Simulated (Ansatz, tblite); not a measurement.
Isomers of Al7H (singlet), found by a short tight-binding search and relaxed with B3LYP-D4/def2-SVP in Ansatz.

The xTB rows come from tblite. LC-ωPBE has ω = 0.4 bohr⁻¹. Correlated methods freeze 35 core orbitals.

Run but left out: HF/STO-3G, BHLYP-D4/def2-TZVP (A: restricted singlet, unstable in another Hartree–Fock run and untested here); HF/def2-TZVP, HF/def2-TZVPP (A: restricted singlet, unstable towards broken spin symmetry).

A: The restricted singlet is unstable towards broken spin symmetry in Hartree–Fock (as tested in another run); at PBE-D4/def2-SVP, PBE-D4/def2-TZVP, BLYP-D4/def2-TZVP, r2SCAN-D4/def2-TZVP and others this wasn't settled. At MP2/def2-TZVP, CCSD(T)/def2-TZVPP the restricted singlet (for correlated methods, its reference) is unstable: a solution with broken spin symmetry lies lower. At CCSD(T)/def2-TZVPP T1 of the charge 0 singlet is large (up to 0.037), so the single-reference result is doubtful. B: The restricted singlet is unstable towards broken spin symmetry in Hartree–Fock (as tested in another run); at PBE-D4/def2-SVP, PBE-D4/def2-TZVP, BLYP-D4/def2-TZVP, r2SCAN-D4/def2-TZVP and others this wasn't settled. At MP2/def2-TZVP, CCSD(T)/def2-TZVPP the restricted singlet (for correlated methods, its reference) is unstable: a solution with broken spin symmetry lies lower. At CCSD(T)/def2-TZVPP T1 of the charge 0 singlet is large (up to 0.033), so the single-reference result is doubtful. C: The restricted singlet is unstable towards broken spin symmetry in Hartree–Fock (as tested in another run); at PBE-D4/def2-SVP, PBE-D4/def2-TZVP, BLYP-D4/def2-TZVP, r2SCAN-D4/def2-TZVP and others this wasn't settled. At MP2/def2-TZVP, CCSD(T)/def2-TZVPP the restricted singlet (for correlated methods, its reference) is unstable: a solution with broken spin symmetry lies lower. At CCSD(T)/def2-TZVPP T1 of the charge 0 singlet is large (up to 0.028), so the single-reference result is doubtful.

Other spin states weren't relaxed.

A:

```csv
atom,x (Å),y (Å),z (Å)
Al1,0.875,-2.113,-0.975
Al2,-0.814,0.874,-2.298
Al3,-0.324,1.243,2.111
Al4,0.795,0.608,-0.253
Al5,-1.802,1.417,0.011
Al6,0.184,-1.270,1.339
Al7,1.454,-0.298,-2.723
H8,-0.367,-0.462,2.789
```

B:

```xyz
8

Al    0.579    0.201    2.735
Al   -1.438    1.894   -1.348
Al    0.524   -1.524    0.492
Al    0.354    0.892   -2.820
Al   -0.021   -1.581   -2.023
Al   -1.449    1.034    1.064
Al    0.822    0.847   -0.252
H     0.628   -1.763    2.152
```

C:

```xyz
8

Al   -1.3882   -0.2942    1.0614
Al   -1.0775    0.3455   -1.7042
Al   -0.0297   -1.7803   -0.6485
Al    1.4485    0.6826   -1.3424
Al   -2.2075    2.1925    0.2551
Al    1.2048   -0.7170    1.2814
Al    0.6002    1.7640    0.8290
H     1.4494   -2.1930    0.2681
```

Question: Estimate their order by electronic energy at PBE0-D4/def2-TZVP, counted from the lowest.

Answer: C (0.0) < A (75.9) < B (90.8), in kJ/mol.

Question: Do the other levels pick the same lowest one?

Answer: Not GFN1-xTB. Energies above each level's lowest (kJ/mol):

| level | A | B | C |
| --- | --- | --- | --- |
| GFN1-xTB | 3.1 | 0.0 | 80.2 |
| GFN2-xTB | 22.5 | 42.2 | 0.0 |
| PBE-D4/def2-SVP | 62.5 | 78.2 | 0.0 |
| PBE-D4/def2-TZVP | 73.8 | 87.6 | 0.0 |
| BLYP-D4/def2-TZVP | 58.8 | 63.3 | 0.0 |
| r2SCAN-D4/def2-TZVP | 63.2 | 85.1 | 0.0 |
| PBE0-D4/def2-SVP | 62.2 | 79.7 | 0.0 |
| PBE0-D4/def2-TZVP | 75.9 | 90.8 | 0.0 |
| LC-ωPBE/def2-TZVP | 78.1 | 94.6 | 0.0 |
| MP2/def2-TZVP | 112.9 | 123.9 | 0.0 |
| MP2/def2-TZVPP | 112.8 | 124.3 | 0.0 |
| CCSD/def2-TZVPP | 68.9 | 80.3 | 0.0 |
| CCSD(T)/def2-TZVPP | 74.9 | 87.9 | 0.0 |
Point groups (tolerance 0.1 Å): A not assigned, B not assigned, C not assigned. Lower isomers may exist. From def2-SVP to def2-TZVP the PBE0 values move by up to 13.6 kJ/mol, so results in the small set are rough.
